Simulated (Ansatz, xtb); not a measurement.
**Ranking isomers of B2F4H2**

3 gas-phase structures of B2F4H2, from a drawn sample of its isomers (lower ones may exist). Each was relaxed with GFN2-xTB:

A. `F[B@H-]1[F+][B@@H-](F)[F+]1`, a singlet
B. `F[B-]1(F)[F+][BH2-][F+]1`, a singlet
C. `F[B@H-]1[F+][B@H-](F)[F+]1`, a singlet

Make a reasoned guess at their ranking by r2SCAN-D4/def2-SVP single-point energy.

Calculated order at r2SCAN-D4/def2-SVP: A (0.000), C (0.010), B (0.092) eV. Less than 1 kcal/mol parts A and C, so the order within that pair means little.

Energies above the lowest of each column, in eV; the last columns are at PBE0-D4/def2-SVP geometries:

| structure | GFN2-xTB | HF/STO-3G | r2SCAN-D4/def2-SVP | PBE0-D4/def2-SVP | CCSD(T)/def2-SVP + ΔMP2/def2-TZVPP |
| --- | --- | --- | --- | --- | --- |
| A | 0.056 | 0.099 | 0.000 | 0.003 | 0.000 |
| C | 0.000 | 0.105 | 0.010 | 0.000 | 0.001 |
| B | 0.099 | 0.000 | 0.092 | 0.066 | 0.063 |

CCSD(T)/def2-SVP + ΔMP2/def2-TZVPP puts A lowest, with C within 1 kcal/mol; HF/STO-3G picks B. Some further structures that were screened fall inside this span and aren't listed. ΔMP2 is the change of the MP2 energy from the smaller to the larger basis.

Programs: Ansatz 0.2.0, xtb 6.7.1.
